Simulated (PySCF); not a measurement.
## Electron correlation in Nd⁺ (neodymium, charge +1)

Starting occupation: [Xe] 4f4 6s1, 4f5/2 with m_j = -1/2, +1/2, +3/2, +5/2, 6s1/2 with m_j = -1/2. Calculation: PySCF 2.14, in x2c-TZVPPall-2c; X2C-1e with screened-nucleus spin-orbit coupling, Gaussian nucleus. Frozen: [Ar] 3d10; 31 electrons correlated; the 18 highest virtual spinors left out.

MP2 pair energies summed by pair of shells (mhartree):

```
 pair   energy  share (%)
4d-4d  -240.72       20.5
4d-4f  -171.61       14.6
4d-5p  -129.15       11.0
5p-5p  -122.19       10.4
4d-4p  -105.92        9.0
4f-5p  -102.89        8.8
4d-5s   -37.03        3.2
5p-5s   -36.21        3.1
4f-4f   -35.74        3.0
4p-4p   -29.29        2.5
4f-4p   -29.00        2.5
4d-4s   -24.37        2.1
4f-5s   -20.42        1.7
5p-6s   -19.97        1.7
4p-5p   -16.64        1.4
4p-4s   -13.52        1.2
4p-5s    -8.99        0.8
4f-4s    -6.61        0.6
5s-5s    -6.38        0.5
4f-6s    -4.95        0.4
4d-6s    -3.65        0.3
4s-5p    -2.64        0.2
4s-4s    -2.54        0.2
4s-5s    -1.20        0.1
5s-6s    -1.17        0.1
4p-6s    -0.46        0.0
4s-6s    -0.06        0.0
```

Total MP2 correlation energy: -1173.3 mhartree.

The GHF reference relaxed away from the jj start to a determinant that is no pure jj level (⟨S²⟩ = 8.73, ⟨J²⟩ = 20.19); the energies belong to that determinant.

This basis was not built for core-valence correlation, so the inner-shell part is incomplete.
